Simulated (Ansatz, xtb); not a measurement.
Spectroscopic constants of Cl$_{2}$+, multiplicity 2 (lowest of 2S+1 = 2, 4 at CCSD(T)/def2-TZVPP on PBE0 minima; our sources give no spin for the ground state, which may be another).

Seven points along R, fitted to fifth degree in 1/R; most abundant isotopes. Runs in def2 and cc sets follow the lowest solution found near the PBE0 minimum.

Frozen-core correlation. CBS: X⁻³ extrapolation of the correlation energy, Hartree–Fock from the larger set.

Run with Ansatz (Gaussian basis) for Hartree–Fock, density functionals and correlated methods; xtb for the GFN methods. Values without a source in brackets are computed. The GFN methods have no spin term and hold the electronic entropy of 300 K.

```tsv
level	r_e (Å)	ω_e (cm⁻¹)	ω_e x_e (cm⁻¹)
GFN2-xTB	1.961	517	1.00
SVWN5/def2-TZVPP	1.894	648	2.4
r2SCAN/def2-TZVPP	1.898	649	2.5
B97M-V/def2-TZVPP	1.889	658	2.7
CCSD/aug-cc-pV(Q+d)Z	1.886	675	2.6
CCSD/def2-QZVPP	1.885	___	2.6
CCSD(T)/def2-QZVPP	1.898	647	2.9
CCSD(T)/CBS(aug-cc-pV(T+d)Z, aug-cc-pV(Q+d)Z)	___	___	2.9
```

Q: What belongs in the gaps?

A: 
- CCSD(T)/CBS(aug-cc-pV(T+d)Z, aug-cc-pV(Q+d)Z), r_e (Å): 1.892
- CCSD(T)/CBS(aug-cc-pV(T+d)Z, aug-cc-pV(Q+d)Z), ω_e (cm⁻¹): 654
- CCSD/def2-QZVPP, ω_e (cm⁻¹): 676

Measured for the ground state: r_e 1.8914 Å, ω_e 645.61 cm-1, ω_e x_e 3.015 cm-1, B_e 0.2695 cm-1, α_e 0.00164 cm-1 [Irikura, J. Phys. Chem. Ref. Data 36, 389 (2007)].

Doubts at one or more of the structures used: other coupled-cluster roots lie near (CCSD/aug-cc-pV(Q+d)Z, CCSD/def2-QZVPP, CCSD(T)/def2-QZVPP, CCSD(T)/CBS(aug-cc-pV(T+d)Z, aug-cc-pV(Q+d)Z)).

Ansatz is a first-principles code.
